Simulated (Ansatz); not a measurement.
A nudged elastic band was laid between two geometries of CH$_{10}$GeSi$_{2}$ (14 atoms, charge 0, multiplicity 1).

All numbers below come from Ansatz, RKS B3LYP/def2-SVP.

| Item | Value |
| --- | --- |
| movable images | 7 |
| climbing image | yes |
| spring | 5.0 eV/Å² |
| optimiser | quadratic models (default) |
| start path | IDPP |
| force threshold | 0.05 eV/Å |
| iteration limit | 37 |
| end points | relaxed |

Image 0:

```xyz
14
Properties=species:S:1:pos:R:3
Si -0.865 1.909 -0.489
C -0.242 0.916 0.996
Si 1.053 -0.433 0.676
Ge 0.222 -2.232 -0.685
H -1.539 1.012 -1.474
H -1.845 2.945 -0.048
H 0.272 2.591 -1.175
H 0.192 1.626 1.723
H -1.112 0.453 1.496
H 2.251 0.159 0.007
H 1.503 -1.015 1.978
H -1.098 -2.797 -0.109
H 1.249 -3.385 -0.734
H -0.053 -1.778 -2.135
```

Image 8:

```xyz
14
Properties=species:S:1:pos:R:3
Si -0.391 2.031 -0.599
C 0.240 1.030 0.877
Si 1.013 -0.668 0.527
Ge -0.555 -2.250 -0.377
H 0.712 2.271 -1.576
H -1.489 1.301 -1.298
H -0.918 3.352 -0.144
H 1.000 1.637 1.401
H -0.594 0.894 1.589
H 2.151 -0.521 -0.431
H 1.561 -1.239 1.796
H -1.808 -2.359 0.522
H 0.089 -3.652 -0.462
H -1.024 -1.856 -1.794
```

Problem. What changes between the two ends?

Solution. No bond is made or broken. The dihedral H7–Si1–C2–Si3 goes from -58 to -178°. The two ends are copies of one structure, up to a mirror image or an exchange of like atoms.

Problem. What energy profile does the band end with?

Solution. It converged. The highest image is number 4 of 0 to 8, 5.8 kJ/mol above the ends, which have the same energy within 2 meV. A vibrational analysis at the climbing image gives one clearly imaginary mode, 124i cm⁻¹: a first-order saddle point.

```
image  path coordinate (Å)  energy (kJ/mol)  dihedral H7–Si1–C2–Si3 (°)
    0                 0.00              0.0                         -58
    1                 0.60              0.7                         -72
    2                 1.20              2.6                         -86
    3                 1.81              4.8                        -102
    4                 2.41              5.8                        -118
    5                 3.01              4.9                        -134
    6                 3.60              2.7                        -149
    7                 4.20              0.7                        -164
    8                 4.80              0.0                        -178
```

Problem. What is the geometry of the highest image?

Solution. 
```xyz
14
Properties=species:S:1:pos:R:3:forces:R:3
Si -0.534 2.012 -0.587 -0.02 0.04 -0.04
C 0.136 1.028 0.893 0.02 -0.04 0.05
Si 1.053 -0.595 0.536 -0.01 0.02 0.02
Ge -0.365 -2.289 -0.411 0.00 0.00 0.00
H -0.278 1.313 -1.882 0.01 -0.01 0.01
H -2.009 2.209 -0.459 0.00 0.00 0.00
H 0.117 3.354 -0.656 0.00 0.00 0.00
H 0.829 1.676 1.458 -0.01 0.00 -0.01
H -0.698 0.804 1.581 0.01 0.00 -0.01
H 2.196 -0.346 -0.395 -0.01 0.00 0.00
H 1.616 -1.136 1.811 0.01 -0.01 0.00
H -1.627 -2.493 0.459 0.00 0.00 0.00
H 0.382 -3.639 -0.483 0.00 0.00 0.00
H -0.832 -1.928 -1.838 0.00 0.00 0.00
```

Problem. What are the harmonic wavenumbers there?

Solution. 124i, 53, 73, 112, 185, 334, 357, 444, 518, 542, 572, 658, 685, 759, 782, 794, 848, 889, 891, 942, 954, 960, 962, 1027, 1083, 1390, 2108, 2117, 2121, 2197, 2204, 2213, 2218, 2220, 3039, 3093 cm⁻¹.

Time of the run: 2.8 min on 2 threads of Intel(R) Xeon(R) Platinum 8259CL CPU @ 2.50GHz (Skylake/Cascade Lake) (shared host), peak memory 0.37 GiB.
